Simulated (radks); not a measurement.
All-electron atom: Ti+ in [Ar] 3d2 4s1 (the NIST ground configuration).

Method: Dirac Kohn-Sham, LDA (Slater exchange, Perdew-Wang correlation), spin-unpolarised, spherical densities, finite nucleus; open shells are shared between the two j in proportion to 2j + 1; Fermi nuclear charge, rms radius 3.5921 fm; computed with a radial shooting solver on a logarithmic mesh with Libxc functionals.

Energy parts (hartree):
total: -851.45467
kinetic: 859.28034
electron-nucleus: -2021.88283
Hartree: 351.03518
exchange-correlation: -39.88736

Orbitals (lengths in bohr, moments of r in powers of bohr; r(max) is where P^2 peaks):
orbital	occ.	eigenvalue (hartree)	r(max)	<r>
1s1/2	2	-178.7008	0.04564	0.06973
2s1/2	2	-19.94287	0.2696	0.3257
2p1/2	2	-16.72233	0.2180	0.2885
2p3/2	4	-16.51075	0.2202	0.2912
3s1/2	2	-2.55862	0.8696	1.009
3p1/2	2	-1.71229	0.8964	1.081
3p3/2	4	-1.68785	0.9030	1.090
3d3/2	0.8	-0.42892	0.9727	1.515
3d5/2	1.2	-0.42712	0.9751	1.520
4s1/2	1	-0.38929	2.728	3.159

The highest occupied level is 4s1/2 at -10.593 eV. The density falls to 0.001 e/bohr^3 at r = 4.18 bohr. For comparison, the ionisation energy in NIST's Atomic Spectra Database is 13.576 eV (measured). In exact Kohn-Sham theory the highest level is minus the ionisation energy, but local and semilocal functionals leave it too shallow, through self-interaction and a potential that decays too fast; potentials with the right tail come closer.

Beside tabulated values, note that spin-unpolarised runs miss the spin-polarisation part of the exchange energy of open shells.
